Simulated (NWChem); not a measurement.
# Correlation energy of arsine (H3As)

SMILES: [AsH3]
```xyz
4

As     0.0010     0.0726     0.0000
H     -0.6465    -0.7900     1.1000
H     -0.6465    -0.7900    -1.1000
H      1.2585    -0.8174     0.0000
```
Charge 0, spin multiplicity 1.

All runs are NWChem calculations. All single points use one geometry, from PBE/def2-SVP, a minimum by its harmonic frequencies.

Basis set: 3-21G. Each correlation energy counts from its own Hartree-Fock reference.

The Hamiltonian is non-relativistic. The correlated methods keep 9 core orbitals frozen. Coupled-cluster values serve here as a point of comparison, not as the truth.

```json
[
 {"method": "MP2", "correlation energy (mHa)": "[?]"},
 {"method": "SCS-MP2", "correlation energy (mHa)": "-70.4"},
 {"method": "CR-CCSD[T]", "correlation energy (mHa)": "-85.8"},
 {"method": "CR-CCSD(T)", "correlation energy (mHa)": "-85.8"},
 {"method": "CCSD", "correlation energy (mHa)": "-85.1"},
 {"method": "CCSD+T(CCSD)", "correlation energy (mHa)": "-85.9"},
 {"method": "CCSD(T)", "correlation energy (mHa)": "-85.8"},
 {"method": "CCSDT", "correlation energy (mHa)": "[?]"}
]
```

### Question
Complete the blanks.

### Answer

- MP2, correlation energy (mHa): -62.6
- CCSDT, correlation energy (mHa): -86.0
